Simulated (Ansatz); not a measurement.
TiAl₉. The state is a doublet with charge 0. Geometry PBE-D4/def2-SVP.

Cartesian coordinates in Å:
```
Ti 0.505 -1.916 0.101
Al -1.696 -0.545 -0.784
Al -0.495 -0.104 1.646
Al 2.176 -0.293 1.235
Al -1.881 -2.494 1.048
Al 0.651 0.506 -1.129
Al -1.610 1.955 0.365
Al -1.265 2.148 -2.234
Al 2.670 -1.297 -1.310
Al 0.943 2.040 1.061
```

At PBE-D4/def2-TZVP, r2SCAN-D4/def2-TZVP, PBE0-D4/def2-TZVP the charge 0 doublet is spin-contaminated (final ⟨S²⟩ up to 1.47, 0.75 for a pure state). No other spin state of charge 0 was run. Another isomer (doublet) lies 1.00 eV lower at PBE0-D4/def2-TZVP; other spin states weren't run for this one.

Task: Estimate the α-spin orbital energies around the gap (eV) in Ansatz with PBE-D4/def2-TZVP, r2SCAN-D4/def2-TZVP, PBE0-D4/def2-TZVP.

Result: 
```json
{"orbital": "HOMO−5", "PBE-D4/def2-TZVP": "-5.35", "r2SCAN-D4/def2-TZVP": "-5.51", "PBE0-D4/def2-TZVP": "-6.03"}
{"orbital": "HOMO−4", "PBE-D4/def2-TZVP": "-4.91", "r2SCAN-D4/def2-TZVP": "-5.07", "PBE0-D4/def2-TZVP": "-5.63"}
{"orbital": "HOMO−3", "PBE-D4/def2-TZVP": "-4.76", "r2SCAN-D4/def2-TZVP": "-4.91", "PBE0-D4/def2-TZVP": "-5.61"}
{"orbital": "HOMO−2", "PBE-D4/def2-TZVP": "-4.72", "r2SCAN-D4/def2-TZVP": "-4.88", "PBE0-D4/def2-TZVP": "-5.47"}
{"orbital": "HOMO−1", "PBE-D4/def2-TZVP": "-4.51", "r2SCAN-D4/def2-TZVP": "-4.79", "PBE0-D4/def2-TZVP": "-5.34"}
{"orbital": "HOMO", "PBE-D4/def2-TZVP": "-4.45", "r2SCAN-D4/def2-TZVP": "-4.74", "PBE0-D4/def2-TZVP": "-5.22"}
{"orbital": "LUMO", "PBE-D4/def2-TZVP": "-3.82", "r2SCAN-D4/def2-TZVP": "-3.81", "PBE0-D4/def2-TZVP": "-3.33"}
{"orbital": "LUMO+1", "PBE-D4/def2-TZVP": "-3.57", "r2SCAN-D4/def2-TZVP": "-3.67", "PBE0-D4/def2-TZVP": "-3.11"}
{"orbital": "LUMO+2", "PBE-D4/def2-TZVP": "-3.47", "r2SCAN-D4/def2-TZVP": "-3.46", "PBE0-D4/def2-TZVP": "-2.88"}
{"orbital": "LUMO+3", "PBE-D4/def2-TZVP": "-3.27", "r2SCAN-D4/def2-TZVP": "-3.25", "PBE0-D4/def2-TZVP": "-2.66"}
{"orbital": "LUMO+4", "PBE-D4/def2-TZVP": "-3.15", "r2SCAN-D4/def2-TZVP": "-3.17", "PBE0-D4/def2-TZVP": "-2.58"}
{"orbital": "LUMO+5", "PBE-D4/def2-TZVP": "-3.09", "r2SCAN-D4/def2-TZVP": "-3.01", "PBE0-D4/def2-TZVP": "-2.50"}
{"orbital": "β HOMO", "PBE-D4/def2-TZVP": "-4.31", "r2SCAN-D4/def2-TZVP": "-4.45", "PBE0-D4/def2-TZVP": "-4.87"}
{"orbital": "β LUMO", "PBE-D4/def2-TZVP": "-3.90", "r2SCAN-D4/def2-TZVP": "-3.81", "PBE0-D4/def2-TZVP": "-3.35"}
```
